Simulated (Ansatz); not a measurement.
C$_{2}$H$_{7}$GaO (`C[O][GaH][CH3]`). Charge 0, multiplicity 1. All single points use the PBE0-D4/def2-TZVP geometry. It is one conformer, not always the lowest.

```xyz
11

C     0.198    1.571   -0.942
O     0.848    0.363   -1.217
Ga    0.623   -1.140   -0.271
C    -0.619   -1.077    1.246
H    -0.398    1.885   -1.807
H     0.933    2.359   -0.741
H    -0.477    1.517   -0.076
H     1.487   -2.313   -0.825
H    -0.285   -0.340    1.981
H    -0.695   -2.046    1.739
H    -1.615   -0.778    0.912
```

What is the dipole moment at B3LYP/def2-TZVPP? (An estimate is asked.)

Ansatz gave: 1.82 D, with components (-1.10, -0.14, 1.44) D in this frame, pointing from negative to positive charge.

And with PBE, r2SCAN, ωB97M-V? (Best estimate.)

The calculation gave: PBE 1.73 D, r2SCAN 1.78 D, ωB97M-V 1.82 D.

Give the Mulliken charges with B3LYP, PBE, ωB97M-V in def2-TZVPP. (Estimate.)

Ansatz gave: 
```tsv
atom	B3LYP	PBE	ωB97M-V
C1	-0.10	-0.12	-0.15
O2	-0.40	-0.33	-0.41
Ga3	0.40	0.32	0.41
C4	-0.41	-0.39	-0.51
H5	0.09	0.09	0.11
H6	0.09	0.09	0.11
H7	0.07	0.07	0.08
H8	-0.04	-0.03	-0.01
H9	0.10	0.10	0.12
H10	0.11	0.11	0.13
H11	0.10	0.10	0.12
```

B3LYP here is the variant with VWN-RPA as its local correlation; programs differ in this.
